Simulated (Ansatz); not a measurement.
Total energies of C$_{2}$H$_{5}$BBrF (`CCB(F)Br`).

```xyz
10

C     0.1938    0.8398    0.9405
C     0.0137   -0.4991    0.2350
B    -0.2311   -0.4174   -1.2990
F    -0.2716    0.7289   -1.9458
Br   -0.4915   -2.0044   -2.3625
H    -0.6869    1.4742    0.8210
H     1.0457    1.3910    0.5371
H     0.3625    0.7034    2.0104
H    -0.8182   -1.0671    0.6703
H     0.8837   -1.1492    0.3929
```

Total charge 0; spin multiplicity 1. Correlated methods include outer-core shells of Br, which these sets cover unevenly. Scalar relativity is left out up to krypton. Geometry: relaxed with PBE0-D4/def2-TZVP. It is one conformer, not always the lowest. Basis def2-TZVPP, Ansatz 0.2.0.

RPA on PBE orbitals: Hartree–Fock energy of these orbitals -2775.32501 Eh, correlation -1.53001 Eh (frozen core).

```tsv
functional	energy without D4 (Eh)	D4 term (kJ/mol)
LDA (SPW92)	-2773.03382	–
PBE	-2777.62263	-18.6
revPBE	-2777.96908	-59.4
BLYP	-2778.21598	-41.4
B3LYP	-2778.29837	-30.0
r2SCAN0	-2778.11905	-5.4
HSE06 (plane-wave form)	-2777.72816	-14.6
ωB97X-V	-2777.96474	–
ωB97M-V	-2778.03668	–
PBE-QIDH	-2777.40170	–
```

Give the same for r2SCAN, B97M-V, PBE0, r2SCANh, BHLYP, CAM-B3LYP, LC-ωPBE, B2PLYP. (Estimate.)

The calculation gave: 
| functional | energy without D4 (Eh) | D4 term (kJ/mol) |
| --- | --- | --- |
| r2SCAN | -2778.13930 | -4.6 |
| B97M-V | -2777.77885 | – |
| PBE0 | -2777.73450 | -15.7 |
| r2SCANh | -2778.13072 | -4.9 |
| BHLYP | -2778.15555 | -22.2 |
| CAM-B3LYP | -2778.30158 | -15.9 |
| LC-ωPBE | -2777.78233 | – |
| B2PLYP | -2777.72437 | – |

B3LYP takes the VWN-RPA correlation (the form of Gaussian; ORCA's B3LYP/G). HSE06 is the plane-wave form, built on full-range PBE exchange. The double hybrids freeze the cores in their second-order part.

LC-ωPBE has ω = 0.4 bohr⁻¹.
